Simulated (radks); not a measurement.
Problem. These are the eigenvalues of the occupied orbitals of an atom or ion with whole-number occupations (eV). All-electron calculation, Dirac Kohn-Sham, PBEsol, spin-unpolarised, spherical densities, finite nucleus; Fermi nuclear charge, rms radius of each element as measured or else 0.836 A^(1/3) + 0.57 fm. Program: a radial shooting solver on a logarithmic mesh with Libxc functionals.

| orbital | eigenvalue |
|---|---|
| 1s1/2 | -61126.18 |
| 2s1/2 | -10350.58 |
| 2p1/2 | -9874.966 |
| 2p3/2 | -8828.583 |
| 3s1/2 | -2332.442 |
| 3p1/2 | -2122.115 |
| 3p3/2 | -1900.052 |
| 3d3/2 | -1541.218 |
| 3d5/2 | -1492.682 |
| 4s1/2 | -458.2666 |
| 4p1/2 | -373.1262 |
| 4p3/2 | -322.7716 |
| 4d3/2 | -182.5791 |
| 4d5/2 | -173.4104 |
| 5s1/2 | -54.3663 |
| 5p1/2 | -31.4015 |
| 5p3/2 | -25.3238 |
| 6s1/2 | -3.9092 |
| 4f5/2 | -3.4020 |
| 4f7/2 | -2.0855 |
| 5d3/2 | -0.7310 |

Which element is it, and in what charge state? The configuration may be excited. Open shells, if any, fill j = l - 1/2 first.

Solution. Z = 70, ytterbium, charge 0: Yb in [Xe] 4f14 5d1 6s1. The list shows which subshells hold electrons but not how many an open one holds; the 1s level, -2246.3 hartree, gives Z - s = 67.0 by -(Z - s)^2/2, which with screening and relativity narrows Z to a few neighbours, and the depths of the outer levels then fix element, charge and occupations together.
